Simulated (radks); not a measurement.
Spherical quantum dot in the effective-mass picture: electrons in a parabolic well V = omega^2 r^2 / 2 with omega = 4.81, all in effective atomic units (hartree* = m*/eps^2 hartree, bohr* = eps/m* bohr), one dielectric constant everywhere. Calculated with a radial shooting solver with Libxc functionals: non-relativistic Kohn-Sham, exchange-only LDA, spin-polarised, spherical densities. Levels are named by radial order and angular momentum (1s, 1p, 1d, 2s, ...), and open shells are averaged over m. Results are scaled to m* = 0.047 and eps = 15.4, for which hartree* = 5.393 meV and bohr* = 17.34 nm.

N = 19, configuration 1s2 1p6 1d10 2s(up 1, down 0). This is the lowest configuration that the search found. Occupied and some empty levels:

level,occupation,eigenvalue (meV),<r> (nm)
1s up,1,152.86,10.91
1s down,1,153.28,11.00
1p up,3,170.30,14.15
1p down,3,170.49,14.16
1d up,5,188.74,16.53
1d down,5,188.91,16.52
2s up,1,190.40,14.93
2s down,0,190.97,14.95
1f up,0,208.17,18.47
1f down,0,208.36,18.46
2p up,0,211.03,16.95
2p down,0,211.35,16.98
1g up,0,228.49,20.14
1g down,0,228.69,20.13

Energy (meV): total 2439.02, kinetic 542.46, external 993.83, Hartree 1000.8, exchange-correlation -98.068.

Electron density:

r (nm),n(r) (e/nm^3)
1.43,0.0007233
3.83,0.0006876
6.22,0.0006704
8.61,0.0006903
11.0,0.0007004
13.4,0.0006375
15.8,0.0004899
18.2,0.0003086
20.6,0.0001571
23.0,0.00006412
25.4,0.00002096
27.8,5.490e-06
30.2,1.154e-06
